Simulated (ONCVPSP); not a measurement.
## PBE ONCV dataset for Hf, fully relativistic all-electron reference.

hafnium (Hf), optimised norm-conserving Vanderbilt (ONCV), made with ONCVPSP 4.0.1 (PBE, fully relativistic). Core [Kr] 4d10 4f14 5s2, reference 5p6 5d2 6s1.5 (charge +0.5). Waves: 6s: rc 2.40 bohr, ncon 4, nbas 8, qcut 2.5 1/bohr, 2 projectors, debl 1.9 Ha; 5p: rc 1.90 bohr, ncon 5, nbas 9, qcut 6.6 1/bohr, 2 projectors, debl 0.5 Ha; 5d: rc 1.90 bohr, ncon 3, nbas 6, qcut 4.2 1/bohr, 2 projectors, debl 3.3 Ha. Local part: polynomial inside 1.55 bohr (lpopt 1, dvloc0 6 Ha). Core correction: Teter function, fcfact 2.5, rcfact 1.35.

Open shells are filled in proportion to 2j + 1.

In the p channel the program set the typed energies aside and used -1.348, 0.250 Ha (j = l + 1/2; the other j can differ).

Poles of the logarithmic derivatives, all-electron (AE) and pseudo (PS). s: poles at -2.5, 1.8 (AE) and 1.8 (PS) Ha. p3/2: poles at -0.7 (AE) and -0.7 (PS) Ha. p1/2: poles at -1.2 (AE) and -1.2 (PS) Ha. d5/2: poles at 1.2 (AE) and 1.2 (PS) Ha. d3/2: poles at 1.1 (AE) and 1.1 (PS) Ha. Test radii: s 2.43, p3/2 1.92, p1/2 1.92, d5/2 1.92, d3/2 1.92 bohr.

- Cutoffs needed: 19 Ha and 38 Ha (the cutoffs (Ha) at which the residual kinetic energy of the hardest occupied pseudo-wave falls to 1 and 0.1 mHa per electron)
- Ghost test: no bound ghost flagged; GHOST(+) flagged for s at 44.0 eV
- Largest excitation error: +14 meV (all-electron minus pseudo) for 5p6 5d2 6s0, out of 4 test configurations
- rms error of d²Exc/dni dnj: 8.06 mHa without and 5.31 mHa with the model core
